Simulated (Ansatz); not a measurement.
Reactions of `C=C[SiH](Br)C=C`.

Isolated molecules relaxed with PBE0-D4/def2-TZVP in Ansatz; ΔE leaves out vibrations. CCSD(T)/CBS adds triple-zeta CCSD(T) − MP2 to the extrapolated MP2 energy (def2 sets, frozen cores). DFT in def2-TZVPP. For Br, Se outer-core shells are correlated without core-valence functions, which leaves a few kJ/mol of doubt a bond. Scalar relativity is left out up to krypton. One conformer a species, not always the lowest.

```
                                                            reaction  CCSD(T)/CBS(def2) (kcal/mol)
              `C=C[SiH](Br)C=C` + `COCF` → `C=CCOCF` + `C=C[SiH2]Br`                           8.4
         `C=C[SiH](Br)C=C` + `CC[SeH]` → `C=C[Se]CC` + `C=C[SiH2]Br`                           9.1
`C=C[SiH](Br)C=C` + `CN[SiH2]Cl` → `C=CN(C)[SiH2]Cl` + `C=C[SiH2]Br`                           8.4
        `C=C[SiH](Br)C=C` + `[SiH3]S` → `C=CS[SiH3]` + `C=C[SiH2]Br`                             ?
```

Fill in the missing values. (An estimate is asked.)

The calculation gave: `C=C[SiH](Br)C=C` + `[SiH3]S` → `C=CS[SiH3]` + `C=C[SiH2]Br`: +12.1 kcal/mol.

Largest T1 diagnostic: 0.012, for `C=CS[SiH3]`.
